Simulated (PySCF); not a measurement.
## Low-lying terms of Mo(6+) (molybdenum, charge +6)

Ground state [Kr], ¹S. All numbers are calculated (PySCF 2.14, a scalar-relativistic core potential, in def2-TZVPPD with one added diffuse shell each of s, p, d, f type with the def2 core potential (28 electrons) (7s5p4d3f1g, 72 functions)). Vertical excitation energies in eV without spin-orbit coupling; excited terms of each kind are numbered among those the solver found.

```
 term  leading excitation     CIS    TDHF
1 3P°              4p → d  39.075  38.940
1 3F°              4p → d  40.250  39.775
1 1D°              4p → d  43.324  43.277
1 3D°              4p → d  43.324  43.277
1 1F°              4p → d  43.577  43.506
1 1P°              4p → d  55.645  53.853
 1 3S              4p → p  69.991  69.968
 1 3D              4p → p  71.741  71.685
 2 3D              4s → d  72.070  72.028
 1 1D              4p → p  72.295  72.292
 1 1P              4p → p  72.830  72.828
 1 1S              4p → p  74.256  74.149
 2 1D              4s → d  78.522  78.375
```

Oscillator strength of the first ¹S → ¹P° line: CIS 8.45, TDHF 6.44.

The spin-orbit splitting of the hole, absent here, rivals or exceeds the spacing of these terms, so the LS terms are model states.

The solver can miss terms.
